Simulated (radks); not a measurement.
Values are calculated unless marked as measured or tabulated.
Pd+, configuration [Kr] 4d9. Level of theory: Dirac Kohn-Sham, PBEsol, spin-unpolarised, spherical densities, finite nucleus; open shells fill j = l - 1/2 first; Fermi nuclear charge, rms radius 4.5318 fm (a radial shooting solver on a logarithmic mesh with Libxc functionals).

Unscreened Slater integrals over Kohn-Sham orbitals (hartree). Large and small components are both included.

| integral | value |
|---|---|
| F0(4d5/2,4d5/2) | 0.62187 |
| F2(4d5/2,4d5/2) | 0.30307 |
| F4(4d5/2,4d5/2) | 0.19583 |
| F0(4d5/2,4d3/2) | 0.62641 |
| F2(4d5/2,4d3/2) | 0.30541 |
| G2(4d5/2,4d3/2) | 0.30527 |
| G4(4d5/2,4d3/2) | 0.19733 |
| F0(4d5/2,4p3/2) | 0.71476 |
| F2(4d5/2,4p3/2) | 0.34354 |
| G1(4d5/2,4p3/2) | 0.42908 |
| G3(4d5/2,4p3/2) | 0.26037 |
| F0(4d5/2,4p1/2) | 0.72227 |
| G3(4d5/2,4p1/2) | 0.25730 |
| F0(4d3/2,4d3/2) | 0.63104 |
| F2(4d3/2,4d3/2) | 0.30787 |
| F0(4d3/2,4p3/2) | 0.72142 |
| F2(4d3/2,4p3/2) | 0.34849 |
| G1(4d3/2,4p3/2) | 0.43668 |
| G3(4d3/2,4p3/2) | 0.26513 |
| F0(4d3/2,4p1/2) | 0.72917 |
| G1(4d3/2,4p1/2) | 0.43254 |
| F0(4p3/2,4p3/2) | 0.85700 |
| F2(4p3/2,4p3/2) | 0.44790 |
| F0(4p3/2,4p1/2) | 0.86990 |
| G2(4p3/2,4p1/2) | 0.45343 |
| F0(4p1/2,4p1/2) | 0.88354 |
